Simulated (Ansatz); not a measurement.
`CCCCCCCCO` + `CCCC` → `CCCCCCCCCCO` + ethane  (formal exchange of groups at a C–C bond)

Computed with Ansatz on PBE0-D4/def2-TZVP structures; ΔE is electronic, products minus reactants. CCSD(T)/CBS adds triple-zeta CCSD(T) − MP2 to the extrapolated MP2 energy (def2 sets, frozen cores). This one scheme is used for every species. DFT in def2-TZVPP. Each species was taken in one conformer, which may not be the lowest.

```json
{"level": "revPBE-D4", "ΔE (kJ/mol)": "2.9", "difference from CCSD(T)/CBS": "0.5"}
{"level": "BLYP-D4", "ΔE (kJ/mol)": "3.4", "difference from CCSD(T)/CBS": "1.0"}
{"level": "PBE0-D4", "ΔE (kJ/mol)": "3.4", "difference from CCSD(T)/CBS": "1.0"}
{"level": "ωB97X-V", "ΔE (kJ/mol)": "2.5", "difference from CCSD(T)/CBS": "0.1"}
{"level": "ωB97M-V", "ΔE (kJ/mol)": "2.1", "difference from CCSD(T)/CBS": "-0.3"}
{"level": "PBE-QIDH", "ΔE (kJ/mol)": "5.6", "difference from CCSD(T)/CBS": "3.2"}
{"level": "PBE", "ΔE (kJ/mol)": "10.9", "difference from CCSD(T)/CBS": "8.5"}
{"level": "revPBE", "ΔE (kJ/mol)": "15.8", "difference from CCSD(T)/CBS": "13.4"}
{"level": "BLYP", "ΔE (kJ/mol)": "15.6", "difference from CCSD(T)/CBS": "13.2"}
{"level": "PBE0", "ΔE (kJ/mol)": "10.3", "difference from CCSD(T)/CBS": "7.9"}
{"level": "r2SCANh", "ΔE (kJ/mol)": "7.7", "difference from CCSD(T)/CBS": "5.3"}
{"level": "r2SCAN0", "ΔE (kJ/mol)": "7.7", "difference from CCSD(T)/CBS": "5.3"}
{"level": "BHLYP", "ΔE (kJ/mol)": "12.1", "difference from CCSD(T)/CBS": "9.7"}
{"level": "CAM-B3LYP", "ΔE (kJ/mol)": "11.1", "difference from CCSD(T)/CBS": "8.7"}
{"level": "CCSD(T)/def2-TZVPP", "ΔE (kJ/mol)": "1.6", "difference from CCSD(T)/CBS": "-0.8"}
{"level": "CCSD/CBS(def2)", "ΔE (kJ/mol)": "4.4", "difference from CCSD(T)/CBS": "2.0"}
{"level": "CCSD(T)/CBS", "ΔE (kJ/mol)": "2.4", "difference from CCSD(T)/CBS": "0"}
```

Largest T1 diagnostic among the species: 0.009.

In def2-TZVPP, CCSD(T) changes the Hartree–Fock value by −14.4 kJ/mol (the triples alone add −2.0 kJ/mol) and MP2 by −15.5 kJ/mol. From BLYP to BHLYP (50 % exact exchange), in def2-TZVPP and without D4, ΔE moves by −3.5 kJ/mol. The D4 term adds −10.2 kJ/mol with B3LYP and −6.9 kJ/mol with PBE0; it sums over pairs of atoms, weighted by their polarisabilities, and B3LYP, whose exchange is more repulsive, gets the larger term.

B3LYP here is the variant with VWN-RPA as its local correlation; programs differ in this.
